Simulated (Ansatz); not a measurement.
Start from `BO[SiH2]C` and change one atom or group to get `C[SiH2]OP`.

Ansatz, PBE0-D4/def2-TZVP geometries, multiplicity 1. Each molecule was computed in one conformer, which needn't be the lowest.

```tsv
property	`BO[SiH2]C`
HOMO–LUMO gap (B3LYP/def2-TZVPP) / eV	7.35
LUMO energy (ωB97M-V/def2-TZVPP) / eV	1.32
LUMO energy (PBE0/def2-TZVPP) / eV	-0.52
size of the dipole moment (ωB97M-V/def2-TZVPP) / D	1.52
LUMO energy (PBE/def2-TZVPP) / eV	-1.53
HOMO–LUMO gap (PBE/def2-TZVPP) / eV	5.31
```

(1) What does the change do to each property? (Best estimate.)

Results:

(1) Computed: 
```
                                          property  `C[SiH2]OP`  shift
             HOMO–LUMO gap (B3LYP/def2-TZVPP) / eV         6.44  -0.91
             LUMO energy (ωB97M-V/def2-TZVPP) / eV         1.57   0.25
                LUMO energy (PBE0/def2-TZVPP) / eV        -0.29   0.23
size of the dipole moment (ωB97M-V/def2-TZVPP) / D         0.80  -0.72
                 LUMO energy (PBE/def2-TZVPP) / eV        -1.23   0.30
               HOMO–LUMO gap (PBE/def2-TZVPP) / eV         4.68  -0.63
```

With PBE0 the HOMO rises by 1.18 eV and the LUMO rises by 0.23 eV, so the gap narrows by about 0.95 eV. PBE moves the HOMO by 0.93 eV and ωB97M-V by 1.30 eV. Dipoles are sizes alone; their direction can turn.

B3LYP here is the variant with VWN-RPA as its local correlation; programs differ in this.
